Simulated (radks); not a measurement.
Problem. The tantalum ion Ta+, configuration [Xe] 4f14 5d3 6s1. Method: non-relativistic Kohn-Sham, r2SCAN, spin-polarised, spherical densities, point nucleus; open shells are filled with parallel spins first (spin-orbit coupling, left out, can overturn this in heavy ions); meta-GGA in the generalised Kohn-Sham scheme; relativity is left out, which matters for an element this heavy; computed with a radial shooting solver on a logarithmic mesh with Libxc functionals. Some entries of the table are withheld. Estimate them.

orbital  occ.  eigenvalue (eV)  <r> (bohr)
1s down     1        -62046.89     0.02076
1s up       1        -62046.89     0.02076
2s up       1        -10194.65     0.08773
2s down     1        -10194.44     0.08773
2p up       3        -9760.422     0.07425
2p down     3        -9760.275     0.07425
3s up       1        -2328.228      0.2229
3s down     1        -2328.227      0.2229
3p up       3        -2127.900      0.2131
3p down     3        -2127.884      0.2131
3d up       5        -1755.363      0.1872
3d down     5        -1755.265      0.1872
4s up       1        -471.5591      0.4982
4s down     1        -471.4570      0.4982
4p up       3        -387.6521      0.5063
4p down     3        -387.5375      0.5063
4d up       5        -235.5413      0.5256
4d down     5        -235.3839      0.5255
5s up       1         -69.5723       1.212
5s down     1         -67.8768       1.202
5p up       3         -46.0297       1.350
5p down     3         -43.9377       1.330
4f up       7         -39.5341      0.6195
4f down     7         -39.1899      0.6147
5d up       3         -12.4275       2.019
6s up       1              (1)       3.265
5d down     0          -9.0041       1.978

Solution. 
(1) 6s up eigenvalue (eV): -11.1745
